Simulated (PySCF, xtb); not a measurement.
BH3, SMILES B (connectivity only; charge and spin as stated), charge +1, multiplicity 2.

Harmonic wavenumbers (cm⁻¹) from GFN2-xTB (xtb) at its own minimum, in rising order: 235, 683, 942, 2198, 2318, 2696.

Q: What does r2SCAN-D4/def2-TZVPD run with PySCF give at its own minimum? (Estimate from the structure and the level; the computed values follow.)

A: 446, 853, 1000, 1851, 2230, 2867. Paired by order, the mean absolute difference is 174 cm⁻¹ and the zero-point energies are 13.0 and 13.2 kcal/mol.
